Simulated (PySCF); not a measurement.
H4P, SMILES [PH4+], charge +1.

Geometry optimised at TPSSh-D3(BJ)/def2-TZVPD. The isomer is the one that the SMILES or the coordinates give; other isomers of the formula were not compared.

Two levels are set side by side: PBE/def2-TZVPD (PySCF) and M06-2X/def2-TZVPD (PySCF). Same geometry, gas phase. Differences are taken from unrounded values.

| quantity | PBE |
|---|---|
| orbital gap (eV) | 10.63 |
| highest occupied level (eV) | -17.76 |
| lowest empty level (eV) | -7.13 |
| mean polarisability (bohr³) | 21.0 |

Q: These are the PBE values. What does M06-2X give? (Estimate from the structure and the level; the computed values follow.)

A: 
| quantity | M06-2X | PBE minus M06-2X |
|---|---|---|
| orbital gap (eV) | 15.34 | -4.71 |
| highest occupied level (eV) | -20.51 | 2.75 |
| lowest empty level (eV) | -5.17 | -1.96 |
| mean polarisability (bohr³) | 20.6 | 0.5 |

PBE's occupied levels lie high since its potential decays too fast outside the molecule; exact exchange lowers them and widens the gap. Differences between two approximate levels are no errors against the true value.

Rough cost on one machine, each run with all the roots and properties that it gave: M06-2X against PBE about 3 times.
